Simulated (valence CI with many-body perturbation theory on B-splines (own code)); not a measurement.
**Hyperfine factors and g values of Ge10+**

Calculated by relativistic CI+MBPT: four valence electrons over a frozen Dirac-Fock core [Ar], radial functions for each j: 7 s, 7 p, 8 d, 6 f, 4 g, 1 h, with the one-electron correlation potential Σ1, the two-electron term Σ2, the three-electron term Σ3, Breit, model QED; selected CI, second order for the rest, scaled by the run's own slope (own B-spline code, finite nucleus).

No measured levels were compared; by estimate terms of the open shell hold to 2 to 4 % of their energy, and close levels can change places. Excitations out of the core, of the other parity, are not computed and may begin above about 64.6 eV (a cautious bound); beyond it only levels of the ground parity were kept, without lifetimes.

A/g_I is the dipole constant over the nuclear g factor μ/I (μ in nuclear magnetons, uniformly magnetised nucleus), B/Q the quadrupole constant per barn. Both hold the static response of the core; the bare values leave it out. Large factors of s and p1/2 electrons are usually good to 5 to 10 %; those of open d and f shells near neutrality can be off by tens of per cent, and small factors of p3/2, d and f electrons come from cancelling terms and can be off by a factor of two or in sign, in half-filled shells by more. B is blank for J = 1/2, where it vanishes, and for nearly pure S terms. Energies count from the lowest level. Levels with J = 0 are left out.

Letters in brackets count levels of one name in rising energy.

| Level | E (cm⁻¹) | g | A/g_I (MHz) | A/g_I bare | B/Q (MHz/b) | B/Q bare |
| --- | --- | --- | --- | --- | --- | --- |
| 3d4 5D_1 | 869 | 1.500 | 149 | 367 | 912 | 943 |
| 3d4 5D_2 | 2358 | 1.499 | 382 | 600 | 572 | 591 |
| 3d4 5D_3 | 4252 | 1.498 | 654 | 873 | -646 | -669 |
| 3d4 5D_4 | 6408 | 1.497 | 935 | 1150 | -2650 | -2750 |
| 3d4 3H_4 | 42920 | 0.845 | 2160 | 2120 | 1410 | 1460 |
| 3d4 3H_5 | 44964 | 1.044 | 1800 | 1840 | 1560 | 1620 |
| 3d4 3P_1 [a] | 45468 | 1.490 | 709 | 925 | -116 | -124 |
| 3d4 3H_6 | 46573 | 1.162 | 1700 | 1790 | 1330 | 1380 |
| 3d4 3F_3 [a] | 48332 | 0.987 | 1970 | 1990 | 62.1 | 64.6 |
| 3d4 3F_2 [a] | 48756 | 0.672 | 2530 | 2420 | -211 | -220 |
| 3d4 3F_4 [a] | 49458 | 1.173 | 1510 | 1600 | -256 | -265 |
| 3d4 3P_2 [a] | 52063 | 1.487 | 897 | 1110 | 58.3 | 58.8 |
| 3d4 3G_3 | 54743 | 0.847 | 2070 | 2030 | -591 | -617 |
| 3d4 3G_4 | 55629 | 1.070 | 1780 | 1830 | -774 | -805 |
| 3d4 3G_5 | 57068 | 1.188 | 1480 | 1580 | -951 | -988 |
| 3d4 3D_3 | 66471 | 1.328 | 1250 | 1400 | 359 | 377 |
| 3d4 1I_6 | 66943 | 1.003 | 1910 | 1930 | 2610 | 2700 |
| 3d4 3D_2 | 67153 | 1.166 | 1510 | 1600 | 474 | 495 |
| 3d4 3D_1 | 68214 | 0.510 | 2870 | 2700 | 284 | 296 |
| 3d4 1G_4 [a] | 68924 | 1.012 | 1730 | 1760 | -1160 | -1190 |
| 3d4 1D_2 [a] | 84582 | 1.007 | 1920 | 1950 | 1480 | 1530 |
| 3d4 1F_3 | 94357 | 1.004 | 1860 | 1890 | 3190 | 3290 |
| 3d4 3P_2 [b] | 109910 | 1.492 | 838 | 1060 | 713 | 744 |
| 3d4 3F_4 [b] | 111620 | 1.245 | 1270 | 1390 | 2990 | 3100 |
| 3d4 3F_2 [b] | 112300 | 0.671 | 2820 | 2720 | 2260 | 2330 |
| 3d4 3F_3 [b] | 112830 | 1.080 | 1810 | 1870 | 2380 | 2470 |
| 3d4 3P_1 [b] | 114780 | 1.499 | 209 | 427 | -557 | -577 |
| 3d4 1G_4 [b] | 127170 | 1.003 | 1950 | 1980 | 1090 | 1130 |
| 3d4 1D_2 [b] | 167110 | 0.999 | 1900 | 1930 | -3130 | -3240 |
| 3d3 4s 5F_1 | 873630 | 0.003 | -3690 | -3340 | -349 | -361 |
| 3d3 4s 5F_2 | 875010 | 0.997 | 3230 | 3130 | -278 | -288 |
| 3d3 4s 5F_3 | 877100 | 1.247 | 4250 | 4100 | -477 | -495 |
| 3d3 4s 5F_4 | 879740 | 1.347 | 4370 | 4240 | -845 | -877 |
| 3d3 4s 5F_5 | 882740 | 1.396 | 4360 | 4240 | -1360 | -1410 |
| 3d3 4s 3F_2 | 887600 | 0.673 | 3980 | 3740 | -973 | -1010 |

(1) Take the isotope of mass number 73, with I = 9/2, μ = -0.87824 μN and Q = -0.196 b. What is the hyperfine structure of 3d4 3H_6?

Answers

(1) From the table A = -333 MHz, B = -260 MHz. Shifts from the centre of gravity in MHz: F = 3/2: 10400, F = 5/2: 9580, F = 7/2: 8440, F = 9/2: 6980, F = 11/2: 5180, F = 13/2: 3040, F = 15/2: 556, F = 17/2: -2280, F = 19/2: -5480, F = 21/2: -9060.
